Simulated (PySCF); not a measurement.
Cl₆Si₂, charge -1, doublet, at a GFN2-xTB geometry (a state made from the parent by changing its charge; the spin is typed, not shown lowest) (in this run its highest filled SCF level lies above zero, so its values depend strongly on the basis, on diffuse functions most of all). Base run: SCAN/STO-3G run with PySCF.

Geometry (Å):
```xyz
8

Cl     2.0986    -0.2447    -1.4795
Si     1.1013     0.2165     0.3009
Cl     2.6320     1.5244     1.1207
Cl     1.5155    -1.4379     1.5128
Si    -1.1013    -0.2165    -0.3009
Cl    -1.5155     1.4379    -1.5128
Cl    -2.6320    -1.5244    -1.1207
Cl    -2.0986     0.2447     1.4795
```
Charge -1, spin multiplicity 2.
Orbitals are unrestricted.
All else is at PySCF's defaults.
Base energy -3303.98916 Eh.

Variants of this job, named by their change:

```json
[
 {"change": "base", "ΔE vs base (mEh)": "0.000", "grid points": "151640", "electrons on the grid": "131.00000"},
 {"change": "small_rho_cutoff = 0", "ΔE vs base (mEh)": "0.000", "grid points": "151640", "electrons on the grid": "131.00000"},
 {"change": "grids.prune = dft.gen_grid.sg1_prune", "ΔE vs base (mEh)": "0.296", "grid points": "51648", "electrons on the grid": "131.00036"},
 {"change": "grids.prune = dft.gen_grid.treutler_prune", "ΔE vs base (mEh)": "0.000", "grid points": "147392", "electrons on the grid": "131.00000"},
 {"change": "grids.level = 5", "ΔE vs base (mEh)": "-45.734", "grid points": "345392", "electrons on the grid": "131.00000"},
 {"change": "grids.radi_method = gauss_chebyshev", "ΔE vs base (mEh)": "-88.502", "grid points": "148016", "electrons on the grid": "131.00000"},
 {"change": "grids.atom_grid = (99, 590)", "ΔE vs base (mEh)": "-43.926", "grid points": "239256", "electrons on the grid": "131.00000"},
 {"change": "grids.prune = off", "ΔE vs base (mEh)": "0.000", "grid points": "277760", "electrons on the grid": "131.00000"},
 {"change": "grids.level = 2", "ΔE vs base (mEh)": "-84.066", "grid points": "94328", "electrons on the grid": "130.99998"},
 {"change": "grids.radi_method = delley", "ΔE vs base (mEh)": "-70.955", "grid points": "155480", "electrons on the grid": "131.00000"},
 {"change": "grids.level = 1", "ΔE vs base (mEh)": "-164.2", "grid points": "50720", "electrons on the grid": "130.99999"}
]
```

Open shells are given as the SCF converged; they aren't shown to be the lowest states, and a large step between rows can be another state.
